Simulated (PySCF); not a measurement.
Si²⁺ (silicon, charge +2) across methods

[Ne] 3s2, closed-shell 1S. Calculation: PySCF 2.14, in ANO-RCC-VTZP (5s4p2d1f, 34 functions); the spin-free X2C one-electron Hamiltonian (Gaussian nucleus).

```
 method  E (hartree)  mean ε 2s (eV)  mean ε 2p (eV)  mean ε 3s (eV)  Σ⟨r²⟩ (bohr²)   ⟨S²⟩
    UHF   -288.59832         -189.77         -137.17         -32.232          11.93  0.000
r2SCANh    -289.0414         -167.55         -121.14         -29.155          11.81  0.000
   PBE0    -288.9584         -168.49         -122.44         -29.694          11.75  0.000
    LDA    -287.9080         -160.15         -117.15         -28.662          11.70  0.000
 r2SCAN    -289.0418         -165.03         -119.26         -28.721          11.81  0.000
r2SCAN0    -289.0408         -171.34         -123.97         -29.807          11.81  0.000
    PBE    -288.9349         -160.96         -117.13         -28.536          11.72  0.000
 PBEsol    -288.3961         -160.52         -116.93         -28.490          11.73  0.000
    M06    -289.0806         -169.24         -122.94         -29.698          11.53  0.000
```
